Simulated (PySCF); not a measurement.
Al(Cl)2(OH) (AlCl2HO), SMILES [OH][Al]([Cl])[Cl].

Geometry: PBE0-D3(BJ)/def2-SVP. A frequency run showed that this geometry is not a minimum. One conformer was computed; it need not be the lowest.

Calculation: TDDFT-ωB97X/def2-SVPD (PySCF).

Vertical excitations. Gas-phase values at a fixed geometry. State labels are in the subgroup C2v.

```
state  symmetry  energy (eV)  λ (nm)      f                            main pairs
-----  --------  -----------  ------  -----  ------------------------------------
S1           B2         7.19     173  0.000                        HOMO→LUMO 85 %
S2           A2         7.59     163  0.000                      HOMO−1→LUMO 86 %
S3           B1         7.67     162  0.004                      HOMO−2→LUMO 82 %
S4           A2         7.77     159  0.000                      HOMO→LUMO+1 96 %
S5           B2         7.93     156  0.112                      HOMO−4→LUMO 76 %
S6           A1         7.97     155  0.056                      HOMO−3→LUMO 84 %
S7           B1         8.48     146  0.076  HOMO−3→LUMO+1 56 %, HOMO−5→LUMO 32 %
S8           A2         8.50     146  0.000                    HOMO−4→LUMO+1 95 %
S9           B1         8.52     146  0.139  HOMO−5→LUMO 46 %, HOMO−3→LUMO+1 39 %
S10          B2         8.55     145  0.100                    HOMO−1→LUMO+1 80 %
T1           B2         6.91     179      0                        HOMO→LUMO 81 %
T2           A2         7.37     168      0                      HOMO−1→LUMO 82 %
T3           B1         7.43     167      0                      HOMO−2→LUMO 77 %
T4           B2         7.51     165      0                      HOMO−4→LUMO 76 %
```
Triplets are in the Tamm–Dancoff approximation, which puts them higher than full response would, so one can lie above its singlet here.
